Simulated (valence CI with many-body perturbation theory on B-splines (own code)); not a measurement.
**E1 transitions of Ar⁴⁺**

Calculated by configuration interaction combined with many-body perturbation theory (CI+MBPT): four valence electrons over a frozen Dirac-Fock core [Ne], a basis of 11 s, 11 p, 10 d, 8 f, 5 g, 2 h functions for each j, with the one-electron correlation potential Σ1, the two-electron term Σ2, the three-electron term Σ3, Breit, model QED; selected CI, second order for the rest, scaled by the run's own slope (own B-spline code, finite nucleus).

Set against measurement, 36 paired levels are off by 108 cm⁻¹ on average, the worst by 350. These come from a selection out of Saloman, J. Phys. Chem. Ref. Data 39, 033101 (2010). Levels without a partner in it may be off by more. Among the levels kept, up to 930 cm⁻¹ of a level comes from second order outside the variational space, and about a tenth of that is noise between levels of different J, which matters for small intervals. 7 measured levels below the end of the list, from 252141 cm⁻¹ on, found no clear computed partner, and computed levels of the same name lie up to 12927 cm⁻¹ from them.

Lines 351 to 400 of 586 in falling wavelength, among levels below 454710 cm⁻¹, chosen from the strongest by gf and those to the six lowest levels. Wavelengths and rates use the calculated energies, so an error of 100 cm⁻¹ moves a line at 513.1 Å by 0.051 % and its rate by three times that or more. Electric multipoles are in the length gauge, E1 and E2 with the static RPA response of the core. Weak lines are less certain than strong ones. Lines between different terms over intervals too small for the method are left out, as are lines whose strength nearly cancels. Where a level lies close to another of its J and parity, the split of strength between their lines is uncertain. The highest levels of a list are the least certain.

Names give the largest LS component (configuration and term), which can be under half, so a name can repeat, a term be missing and a line seem to break the LS rules; names also repeat where a configuration has a term twice. Letters in brackets count levels of one name in rising energy.

```csv
λ vac (Å),λ from measured levels,Upper,Lower,A (s⁻¹),S (a.u.)
514.5,,3s2 3p 4p 1D_2,3s 3p3 1D°_2,1.44e+09,4.84e-01
513.1,513.9,3s 3p3 1P°_1,3s2 3p2 3P_1,5.87e+08,1.17e-01
512.4,,3s 3p2 3d 3D_2 [d],3s2 3p 3d 3F°_3,1.41e+09,4.70e-01
511.1,511.9,3s 3p3 1P°_1,3s2 3p2 3P_0,1.62e+08,3.20e-02
509.7,,3s 3p2 3d 3D_1 [d],3s2 3p 3d 3F°_2,1.58e+09,3.10e-01
506.4,,3s 3p2 3d 5D_2,3s 3p3 5S°_2,1.03e+07,3.30e-03
505.9,,3s 3p2 3d 5D_3,3s 3p3 5S°_2,1.25e+07,5.59e-03
505.3,,3s 3p2 3d 3P_2 [a],3s 3p3 3D°_3,9.88e+09,3.14e+00
504.9,,3s 3p2 3d 3P_2 [a],3s 3p3 3D°_2,2.28e+09,7.24e-01
502.3,,3s 3p2 3d 3P_1 [a],3s 3p3 3D°_2,8.63e+09,1.62e+00
502.2,,3s 3p2 3d 3P_1 [a],3s 3p3 3D°_1,3.47e+09,6.51e-01
500.9,,3s 3p2 3d 1P_1 [a],3s 3p3 1D°_2,1.39e+10,2.59e+00
500.7,,3s 3p2 3d 3P_0 [a],3s 3p3 3D°_1,1.20e+10,7.41e-01
498.9,,3s 3p2 3d 1S_0,3s 3p3 1P°_1,2.00e+10,1.22e+00
498.8,,3s2 3p 4f 1G_4 [b],3s2 3p 3d 1F°_3,2.86e+10,1.58e+01
496.9,496.8,3s2 3p 3d 3P°_2,3s2 3p2 1D_2,2.86e+08,8.66e-02
496.1,,3s2 3p 4p 3S_1,3s 3p3 3P°_2,1.71e+09,3.09e-01
495.8,,3s 3p2 3d 1D_2 [c],3s2 3p 3d 1D°_2,1.32e+09,3.97e-01
495.2,495.1,3s2 3p 3d 3P°_1,3s2 3p2 1D_2,3.46e+07,6.23e-03
486.2,486.6,3s2 3p 3d 1D°_2,3s2 3p2 1D_2,2.21e+10,6.28e+00
484.5,,3s 3p2 3d 1P_1 [b],3s 3p3 1P°_1,2.10e+10,3.53e+00
482.1,,3s2 3p 4f 3D_3,3s2 3p 3d 3D°_3,1.26e+09,4.87e-01
481.6,,3s2 3p 4f 3D_3,3s2 3p 3d 3D°_2,1.36e+09,5.23e-01
479.8,479.8,3s2 3p 3d 3D°_3,3s2 3p2 1D_2,3.76e+07,1.44e-02
479.7,,3s2 3p 4f 3D_2,3s2 3p 3d 3D°_2,9.03e+08,2.46e-01
479.0,,3s2 3p 4f 3D_2,3s2 3p 3d 3D°_1,2.88e+09,7.82e-01
477.4,,3s2 3p 4f 3D_1,3s2 3p 3d 3D°_1,3.00e+09,4.83e-01
477.1,,3s 3p2 3d 3D_1 [b],3s 3p3 3P°_1,2.53e+09,4.06e-01
477.1,,3s 3p2 3d 3D_1 [b],3s 3p3 3P°_0,4.17e+09,6.71e-01
476.5,,3s 3p2 3d 3D_2 [b],3s 3p3 3P°_1,5.75e+09,1.54e+00
476.5,,3s 3p2 3d 3D_2 [b],3s 3p3 3P°_2,1.20e+09,3.19e-01
475.9,,3s2 3p 4f 3D_3,3s2 3p 3d 1D°_2,8.90e+08,3.31e-01
475.6,,3s 3p2 3d 1P_1 [b],3s 3p3 3S°_1,3.53e+09,5.62e-01
475.5,,3s 3p2 3d 3D_3 [b],3s 3p3 3P°_2,6.87e+09,2.55e+00
474.1,,3s2 3p 4f 3F_4,3s2 3p 3d 3D°_3,3.12e+10,1.48e+01
474.1,,3s2 3p 4f 3F_3,3s2 3p 3d 3D°_3,4.68e+09,1.73e+00
473.9,,3s2 3p 4f 3F_2,3s2 3p 3d 3D°_2,6.09e+09,1.60e+00
473.8,,3s 3p2 4s 3P_2 [a],3s 3p3 1P°_1,1.01e+09,2.66e-01
473.6,,3s2 3p 4f 3F_3,3s2 3p 3d 3D°_2,2.60e+10,9.54e+00
473.3,,3s2 3p 4f 3F_2,3s2 3p 3d 3D°_1,2.29e+10,5.98e+00
471.4,,3s 3p2 4s 1D_2 [a],3s2 3p 3d 1D°_2,1.12e+10,2.90e+00
471.0,,3s2 3p 4f 1F_3,3s2 3p 3d 1D°_2,1.95e+10,7.05e+00
471.0,,3s 3p2 3d 3P_0 [b],3s 3p3 3P°_1,1.83e+10,9.41e-01
470.7,,3s 3p2 3d 3D_2 [a],3s 3p3 3D°_3,1.27e+09,3.28e-01
470.5,,3s2 3d2 3P_2,3s2 3p 3d 3D°_3,8.72e+09,2.24e+00
470.5,,3s 3p2 3d 3P_1 [b],3s 3p3 3P°_1,5.22e+09,8.04e-01
470.5,,3s 3p2 3d 3D_1 [a],3s 3p3 3D°_1,4.12e+09,6.36e-01
470.5,,3s 3p2 3d 3P_1 [b],3s 3p3 3P°_0,5.96e+09,9.19e-01
470.5,,3s 3p2 3d 3P_1 [b],3s 3p3 3P°_2,6.66e+09,1.03e+00
470.4,,3s 3p2 3d 3D_2 [a],3s 3p3 3D°_2,4.89e+09,1.26e+00
```
